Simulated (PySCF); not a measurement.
Isomers C$_{6}$H$_{11}$N$_{3}$OSi:

A. SMILES n1([SiH](C)C)c(C)nnc1C=O
B. SMILES Cc1nn([SiH](C)C)nc1C=O
C. SMILES [SiH](n1c(C(C)=O)cnn1)(C)C
D. `CC(=O)c1cnn([SiH](C)C)n1`

Spectrum 1. ¹H NMR (500 MHz, computed): δ 8.42 (s, 1H), 5.65 (sept, 1H), 2.74 (s, 3H), 0.56 (d, 6H). ¹³C{¹H} NMR (computed): δ 197.0 (C), 153.7 (C), 143.5 (CH), 30.8 (CH3), -0.8 (CH3).

Spectrum 2. ¹H NMR (500 MHz, computed): δ 10.05 (s, 1H), 5.32 (sept, 1H), 2.71 (s, 3H), 0.59 (d, 6H). ¹³C{¹H} NMR (computed): δ 189.8 (CH), 164.2 (C), 160.3 (C), 15.5 (CH3), -1.0 (CH3).

Spectrum 3. ¹H NMR (500 MHz, computed): δ 8.22 (s, 1H), 5.62 (sept, 1H), 2.70 (s, 3H), 0.57 (d, 6H). ¹³C{¹H} NMR (computed): δ 194.8 (C), 147.1 (C), 140.6 (CH), 29.3 (CH3), -0.4 (CH3).

Spectrum 4. ¹H NMR (500 MHz, computed): δ 10.56 (s, 1H), 5.61 (sept, 1H), 2.81 (s, 3H), 0.55 (d, 6H). ¹³C{¹H} NMR (computed): δ 191.8 (CH), 156.5 (C), 151.2 (C), 15.2 (CH3), -0.8 (CH3).

PySCF calculation with GFN2-xTB structure and PBE0/pcSseg-1 with gauge-including orbitals; fast rotation and ring inversion assumed for equivalent nuclei, non-relativistic, in vacuum, a single conformation.

Referencing at the same level of theory: ¹H (σ = 31.72 ppm) and ¹³C (σ = 186.93 ppm) vs TMS. Where no couplings were computed, multiplicities follow the n + 1 count of equivalent neighbours, and m marks all less simple cases (inequivalent or close neighbours, rings, F or P nearby). Shifts are as computed. Against solution values, carbons near 30 ppm lie about +3 ppm off and those near 130 ppm about +5 ppm. Of 1211 compounds with measured shifts, 218 miss one by over three times the rms of a fit or turn the order of signals round; such compounds aren't used in these exercises.

Q: Match each spectrum to its structure.

A: 1–D, 2–A, 3–C, 4–B.

- Spectrum 1 (D): 5 ¹³C signals; δC 197.0 is a ketone carbonyl carbon; δC 143.5 is an aromatic CH next to a ring nitrogen.
- Spectrum 2 (A): 5 ¹³C signals; δC 189.8 is an aldehyde carbonyl carbon; δC 15.5 is a methyl carbon on an aromatic ring.
- Spectrum 3 (C): 5 ¹³C signals; δC 194.8 is a ketone carbonyl carbon; δC 140.6 is an aromatic CH next to a ring nitrogen.
- Spectrum 4 (B): 5 ¹³C signals; δC 191.8 is an aldehyde carbonyl carbon; δC 15.2 is a methyl carbon on an aromatic ring.
